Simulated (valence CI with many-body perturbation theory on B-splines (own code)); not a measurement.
**Ladder of approximations for Lu XXXIX**

Calculated by valence CI with perturbative core correlation (CI+MBPT): five valence electrons over a frozen Dirac-Fock core [Ar] 3d10, radial functions for each j: 9 s, 9 p, 8 d, 6 f, 3 g, 1 h, with the one-electron correlation potential Σ1 (screened to all orders), the two-electron term Σ2, the three-electron term Σ3, Breit, model QED; selected single and double excitations, second order for the rest (own B-spline code, finite nucleus).

The last digits are not significant, and no measured levels were compared; by estimate large intervals hold to a few tenths of a per cent, small ones and those within an open d or f shell to about a per cent. Among the levels kept, up to 300 cm⁻¹ of a level comes from second order outside the variational space, and about a tenth of that is noise between levels of different J, which matters for small intervals.

Each rung adds one term. CI alone is the Dirac-Coulomb CI over the frozen core; QED comes last and gives the full result, which names the levels. Energies are above (4s^2 4p1/2^2 4p3/2) J=3/2 on the same rung, in eV.

Levels are named by their leading jj configuration (3d3/2^4 stands for four electrons in 3d with j = 3/2), which in mixed levels can hold well under half, so a name can repeat and another be missing. Letters in brackets count levels of one name in rising energy.

```
                             Level  CI alone
        (4s^2 4p1/2 4p3/2^2) J=3/2     70.68
        (4s^2 4p1/2 4p3/2^2) J=5/2     75.96
        (4s^2 4p1/2 4p3/2^2) J=1/2     82.47
        (4s^2 4p1/2^2 4d3/2) J=3/2    143.72
              (4s^2 4p3/2^3) J=3/2    154.07
        (4s 4p1/2^2 4p3/2^2) J=5/2    156.86
        (4s^2 4p1/2^2 4d5/2) J=5/2    171.35
        (4s 4p1/2^2 4p3/2^2) J=1/2    175.75
        (4s 4p1/2^2 4p3/2^2) J=3/2    178.30
(4s^2 4p1/2 4p3/2 4d3/2) J=3/2 [a]    214.28
(4s^2 4p1/2 4p3/2 4d3/2) J=5/2 [a]    214.31
(4s^2 4p1/2 4p3/2 4d3/2) J=1/2 [a]    214.70
    (4s^2 4p1/2 4p3/2 4d3/2) J=7/2    219.57
(4s^2 4p1/2 4p3/2 4d5/2) J=3/2 [a]    227.11
(4s^2 4p1/2 4p3/2 4d5/2) J=7/2 [a]    230.70
(4s^2 4p1/2 4p3/2 4d5/2) J=5/2 [a]    232.09
```

(1) What do these energies become with core correlation, Breit and QED?

(2) How does the ionisation energy move along the ladder, and which term matters most?

Answers

(1) (4s^2 4p1/2 4p3/2^2) J=3/2 70.39 (-0.289); (4s^2 4p1/2 4p3/2^2) J=5/2 75.53 (-0.428); (4s^2 4p1/2 4p3/2^2) J=1/2 81.98 (-0.490); (4s^2 4p1/2^2 4d3/2) J=3/2 142.93 (-0.787); (4s^2 4p3/2^3) J=3/2 153.28 (-0.796); (4s 4p1/2^2 4p3/2^2) J=5/2 156.22 (-0.639); (4s^2 4p1/2^2 4d5/2) J=5/2 169.93 (-1.418); (4s 4p1/2^2 4p3/2^2) J=1/2 174.76 (-0.986); (4s 4p1/2^2 4p3/2^2) J=3/2 177.02 (-1.275); (4s^2 4p1/2 4p3/2 4d3/2) J=3/2 [a] 213.15 (-1.132); (4s^2 4p1/2 4p3/2 4d3/2) J=5/2 [a] 213.17 (-1.142); (4s^2 4p1/2 4p3/2 4d3/2) J=1/2 [a] 213.59 (-1.106); (4s^2 4p1/2 4p3/2 4d3/2) J=7/2 218.29 (-1.277); (4s^2 4p1/2 4p3/2 4d5/2) J=3/2 [a] 226.15 (-0.963); (4s^2 4p1/2 4p3/2 4d5/2) J=7/2 [a] 229.31 (-1.389); (4s^2 4p1/2 4p3/2 4d5/2) J=5/2 [a] 230.80 (-1.286).

(2) CI alone 1748.8, + Σ1 1750.3, + Σ2 1750.5, + Σ3 1750.2, + Breit 1749.0, + QED 1748.9 eV. The largest step is Σ1, 1.5 eV. NIST lists 1747 ± 4 eV (theoretical).
